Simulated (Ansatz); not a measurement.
Molecule: sulfur difluoride, SF₂, charge 0, multiplicity 1. SMILES: FSF
Geometry: optimised at B3LYP-D3(BJ)/def2-TZVP (Ansatz, a first-principles code).

Quantity: enthalpy of formation at 298 K, in kcal/mol. Set-up: LANL2DZ with its own core potentials from Na on; no dispersion term unless named; 6-311+G** with 5d, 6d on Na to Ar in Ansatz; open shells spin-unrestricted; non-relativistic; frozen cores in correlated levels; no spin-orbit coupling; 6-31G* and kin with 6d, 5d where marked. CBS marks a two-point X^-3 extrapolation of the correlation energy; Hartree-Fock from the larger set. First-principles rows: single points at B3LYP-D3(BJ) geometries (Ansatz), with unscaled harmonic terms from B3LYP/6-31G* at its own minima, enthalpies of formation by atomisation with measured atoms.

Coupled cluster (Ansatz) is a level with limits of its own, used here on species with T1 under 0.025 (0.045 for open shells) and stable references: CCSD(T)/CBS(cc-pV(T+d)Z,cc-pV(Q+d)Z).

Value to compare with, CCSD(T)/CBS(cc-pV(T+d)Z,cc-pV(Q+d)Z) (Ansatz): -70.6 kcal/mol.

```csv
level,program,enthalpy of formation at 298 K (kcal/mol),difference
PBE/STO-3G,Ansatz,-72.7,-2.1
PBE/3-21G,Ansatz,-43.3,27.3
PBE/LANL2DZ,Ansatz,-16.5,54.1
PBE/6-31G*,Ansatz,-79.3,-8.7
PBE/def2-SVP,Ansatz,-77.8,-7.2
PBE/6-311+G**,Ansatz,-67.0,3.6
PBE/def2-TZVPD,Ansatz,-86.6,-16.0
```

Among the 6 habitual levels, PBE/LANL2DZ lies farthest from CCSD(T)/CBS(cc-pV(T+d)Z,cc-pV(Q+d)Z) (Ansatz) (54.1 kcal/mol) and PBE/STO-3G nearest (-2.1); 3 of 6 lie above it, and their mean absolute difference is 17.2 kcal/mol, the median 7.9. One case shows no general order.

The sets are all those run for this method; runs whose electronic state is in doubt are left out.
